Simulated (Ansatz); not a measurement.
A nudged elastic band was laid between two geometries of CH5BClNO (10 atoms, charge 0, multiplicity 1).

The calculation used RKS BHLYP/def2-SVP (Ansatz).

```
movable images  : 5
climbing image  : yes
spring          : 5.0 eV/Å²
optimiser       : quadratic models (default)
start path      : IDPP
force threshold : 0.05 eV/Å
iteration limit : 60
end points      : relaxed
```

First end point:

```xyz
10
Properties=species:S:1:pos:R:3
N -0.299 1.365 0.704
C -0.384 -0.046 0.400
B 0.573 -0.506 -0.764
O 0.280 -1.478 -1.634
Cl 2.186 0.215 -0.909
H 0.665 1.650 0.810
H -0.776 1.590 1.564
H -0.143 -0.715 1.251
H -1.417 -0.297 0.124
H -0.603 -1.830 -1.544
```

Last end point:

```xyz
10
Properties=species:S:1:pos:R:3
N -0.208 1.072 1.265
C -0.409 -0.116 0.454
B 0.436 -0.320 -0.866
O 0.317 -1.399 -1.649
Cl 1.607 0.902 -1.389
H 0.757 1.131 1.558
H -0.369 1.900 0.709
H -0.256 -1.004 1.085
H -1.472 -0.178 0.176
H -0.321 -2.039 -1.340
```

(1) What changes between the two ends?

(2) What energy profile does the band end with?

(3) What is the geometry of the highest image?

The band took 23 iterations and about 4 core-minutes.

Answers

(1) No bond is made or broken. The height of N1 over the plane of its neighbours goes from -0.37 to 0.39 Å.

(2) The forces met the threshold. The highest image is number 3 of 0 to 6, 16.0 kJ/mol above the first end and 14.3 kJ/mol above the last; the last end lies 1.7 kJ/mol above the first. The profile has 2 maxima (images 3, 5) with wells between them (image 4): this band takes more than one step, which may be the mechanism or a detour left from its start path. A structure lower than the last end lies on the path between it and the top, so the climb from that side starts below the end, which may itself be a saddle point or a shallow side well. A vibrational analysis at the climbing image gives one clearly imaginary mode, 632i cm⁻¹: a first-order saddle point.

| image | path coordinate (Å) | energy (kJ/mol) | height of N1 over the plane of its neighbours (Å) |
| --- | --- | --- | --- |
| 0 | 0.00 | 0.0 | -0.37 |
| 1 | 0.40 | 0.4 | -0.36 |
| 2 | 0.80 | 1.9 | -0.34 |
| 3 | 1.20 | 16.0 | 0.00 |
| 4 | 2.30 | 0.1 | 0.37 |
| 5 | 3.39 | 7.2 | 0.36 |
| 6 | 4.49 | 1.7 | 0.39 |

(3) 
```xyz
10
Properties=species:S:1:pos:R:3:forces:R:3
N -0.071 1.138 1.080 0.00 0.00 0.00
C -0.408 -0.046 0.376 0.00 0.00 0.00
B 0.512 -0.403 -0.850 0.00 0.00 0.00
O 0.315 -1.493 -1.603 0.00 0.00 0.00
Cl 1.878 0.627 -1.315 0.00 0.00 0.00
H 0.707 1.696 0.792 0.00 0.00 0.00
H -0.597 1.435 1.875 0.00 0.00 0.00
H -0.391 -0.950 1.016 0.00 0.00 0.00
H -1.435 -0.026 -0.038 0.00 0.00 0.00
H -0.427 -2.029 -1.330 0.00 0.00 0.00
```

The run took 110 s on 2 threads of AMD EPYC 9R45 96-Core Processor (Zen 5), with other jobs on the host, peak memory 0.22 GiB.
